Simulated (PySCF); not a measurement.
SMILES CCc1ccc(F)cc1 (C₈H₉F), GFN2-xTB optimised geometry.

```
18

C     -1.73    -2.44     1.50
C     -1.48    -2.03     0.05
C     -0.72    -0.73     0.00
C     -1.39     0.48     0.00
C     -0.69     1.68     0.00
C      0.69     1.65     0.00
F      1.38     2.81     0.00
C      1.39     0.45     0.00
C      0.67    -0.73     0.00
H     -2.30    -1.68     2.02
H     -0.79    -2.58     2.02
H     -2.28    -3.38     1.53
H     -0.91    -2.81    -0.46
H     -2.44    -1.91    -0.46
H     -2.47     0.50     0.01
H     -1.20     2.63     0.01
H      2.47     0.46     0.00
H      1.21    -1.67     0.00
```

Density from CAM-B3LYP/def2-SVP (PySCF 2.14.0) at that geometry.

Minimum of the electron density along straight lines between bonded atoms, close to the bond critical point (lines longer than 1.1 times the sum of covalent radii, or with two minima, are not listed):

| bond | length / Å | ρ at the minimum / e bohr⁻³ | ∇²ρ there / e bohr⁻⁵ | position (fraction from the first atom) |
|---|---|---|---|---|
| C1–C2 | 1.530 | 0.242 | -0.56 | 0.50 |
| C2–C3 | 1.502 | 0.258 | -0.62 | 0.49 |
| C3–C4 | 1.390 | 0.312 | -0.80 | 0.50 |
| C4–C5 | 1.383 | 0.314 | -0.81 | 0.50 |
| C5–C6 | 1.382 | 0.320 | -0.85 | 0.48 |
| C6–F7 | 1.352 | 0.251 | 0.08 | 0.34 |
| C6–C8 | 1.382 | 0.320 | -0.85 | 0.52 |
| C3–C9 | 1.390 | 0.312 | -0.80 | 0.50 |
| C8–C9 | 1.383 | 0.314 | -0.81 | 0.50 |
| C1–H10 | 1.088 | 0.278 | -1.03 | 0.63 |
| C1–H11 | 1.088 | 0.278 | -1.03 | 0.63 |
| C1–H12 | 1.087 | 0.277 | -1.03 | 0.63 |
| C2–H13 | 1.092 | 0.277 | -1.02 | 0.63 |
| C2–H14 | 1.092 | 0.277 | -1.02 | 0.63 |
| C4–H15 | 1.080 | 0.284 | -1.09 | 0.63 |
| C5–H16 | 1.079 | 0.283 | -1.10 | 0.64 |
| C8–H17 | 1.079 | 0.283 | -1.10 | 0.64 |
| C9–H18 | 1.080 | 0.284 | -1.09 | 0.63 |
